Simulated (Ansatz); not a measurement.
Relaxation of F₂H₂OSn (6 atoms, charge 0, multiplicity 1), to a largest force component of 0.02 eV/Å in at most 50 steps.

Computed with Ansatz 0.2.0, RKS PBE0-D4/def2-SVP.

```xyz
6
Properties=species:S:1:pos:R:3
O 0.104 0.780 -1.356
Sn 0.148 -0.253 0.292
F 1.780 -1.256 0.303
F -1.279 -1.467 0.354
H -0.805 1.301 -1.318
H 0.095 0.832 1.679
```

Where does it end, and by what steps?

The run converged. After 13 steps the energy has fallen by 0.366 eV; H5 moved furthest, 0.90 Å.

| step | energy less start (eV) | largest force component (eV/Å) | accepted |
| --- | --- | --- | --- |
| 0 | 0.0000 | 2.923 | yes |
| 1 | -0.2361 | 1.228 | yes |
| 2 | -0.2759 | 0.294 | yes |
| 3 | -0.2764 | 0.606 | yes |
| 4 | -0.2834 | 0.151 | yes |
| 5 | -0.2893 | 0.476 | yes |
| 6 | -0.3193 | 0.245 | yes |
| 7 | -0.3446 | 0.269 | yes |
| 8 | -0.3442 | 0.500 | no |
| 9 | -0.3476 | 0.084 | yes |
| 10 | -0.3574 | 0.080 | yes |
| 11 | -0.3643 | 0.053 | yes |
| 12 | -0.3648 | 0.117 | yes |
| 13 | -0.3660 | 0.009 | yes |

```xyz
6
Properties=species:S:1:pos:R:3
O -0.217 1.174 -1.010
Sn 0.088 -0.089 0.449
F 1.605 -1.182 -0.016
F -1.359 -1.360 0.437
H -0.353 0.735 -1.860
H 0.277 0.659 1.953
```

Run time: 33 s on 1 thread of Intel(R) Xeon(R) Platinum 8559C (Emerald Rapids), on a shared host, peak memory 0.17 GiB.
